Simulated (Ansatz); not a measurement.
Input for Ansatz (a first-principles code): R-RI-MP2/aug-cc-pVTZ on C2H6O (a complex), monomers drawn apart or pushed together. Files ending in .json are basis or fitting sets from the Basis Set Exchange.

Ansatz 0.2 input:
```yaml
crystal:
  periodic: [false, false, false]
  atoms:
    - {symbol: C, position_ang: [0.13631089, 0.14782572, -0.19393894]}
    - {symbol: H, position_ang: [-0.86372106, 0.55475764, -0.04579590]}
    - {symbol: H, position_ang: [0.82235242, 0.58571681, 0.52953990]}
    - {symbol: H, position_ang: [0.11510911, -0.93379335, -0.06693690]}
    - {symbol: H, position_ang: [0.47309810, 0.38527346, -1.20189512]}
    - {symbol: C, position_ang: [-0.67756345, -0.19269837, 2.74602798]}
    - {symbol: O, position_ang: [0.29403085, -0.09729930, 3.44195599]}
    - {symbol: H, position_ang: [-0.99660613, -1.15907238, 2.31027973]}
    - {symbol: H, position_ang: [-1.31158690, 0.68061901, 2.49886645]}
basis:
  gaussian:
    orbitals: aug-cc-pVTZ
    fitting: {mean_field: def2-universal-JKFIT, correlation: aug-cc-pVTZ-RIFIT.json}
magnetization: {spin_polarized: false}
correlation: {method: mp2, electrons: outside_noble_gas}
scf: {lower_state_search: off}
```

Program output:

```
WARN ansatz: RAYON_NUM_THREADS=1 ignored (pool sized by the plan → 1); use --threads N
Functional definition: HF
these checks for a lower state are left out or cut short: stability, starts, cluster_reference, orbital_swaps, neighbouring_geometries, increment
integrals: 0.25 GiB planned
335 factors; integrals over basis functions are off by at most 9.7e-1 eV
mean field: 0.41 GiB planned
mean field evaluation 1: about -4190.5686 eV, gradient 4.0e1 eV
mean field evaluation 2: about -4192.7502 eV, gradient 2.7e1 eV
mean field evaluation 4: about -4193.9523 eV, gradient 1.5e0 eV
mean field evaluation 8: about -4193.9610 eV, gradient 1.4e-6 eV
mean field -4193.96099855 eV, -154.1252239277 hartree, gradient 1.4e-6 eV, S^2 0.000000; 0 other end points of the search recorded, 0 dependent functions left out
3 core orbitals not correlated
594 factors; their error is unknown
reference -4193.96099855 eV, -154.1252239277 hartree; 10, 10 occupied and 263, 263 virtual orbitals, 594 factors
second order -16.49751292 eV of doubles, -0.00000000 eV of singles
Total energy: -4210.45851147 eV, -154.7314963452 hartree
Checks for a lower state left out: stability, starts, cluster_reference, orbital_swaps, neighbouring_geometries, increment
```

The calculation finished and met its thresholds.

Cost: around 2.7 core-seconds (rough).
